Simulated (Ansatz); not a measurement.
## How basis sets differ on CHBClN (SMILES N#CBCl)

CHBClN has 5 atoms, charge 0, and is taken as a singlet. SMILES: `N#CBCl`. The coordinates come from a PBE0-D4/def2-TZVP relaxation.

```csv
atom,x (Å),y (Å),z (Å)
N,1.0532,-1.4111,1.2182
C,0.5134,-0.6309,0.5642
B,-0.1766,0.4297,-0.2933
Cl,-1.5945,0.0052,-1.1762
H,0.2544,1.5335,-0.3542
```

Quantity: the HOMO–LUMO gap, in eV. The values are calculated.

```json
{"level": "HF/STO-3G", "kind": "Hartree–Fock", "program": "Ansatz", "value (eV)": "15.13", "CPU time": "0.37 s"}
{"level": "HF/3-21G", "kind": "Hartree–Fock", "program": "Ansatz", "value (eV)": "13.62", "CPU time": "0.81 s"}
{"level": "HF/def2-SVP", "kind": "Hartree–Fock", "program": "Ansatz", "value (eV)": "13.70", "CPU time": "1.6 s"}
{"level": "HF/pcseg-2", "kind": "Hartree–Fock", "program": "Ansatz", "value (eV)": "13.60", "CPU time": "10 s"}
```

The values span 13.60 to 15.13 eV. A Hartree–Fock LUMO above zero doesn't converge with the basis: it sinks as sets grow more diffuse. Orbital gaps aren't excitation energies. CPU times are rough (shared hosts, several kinds of processor): they show what a rung costs within a factor of a few.
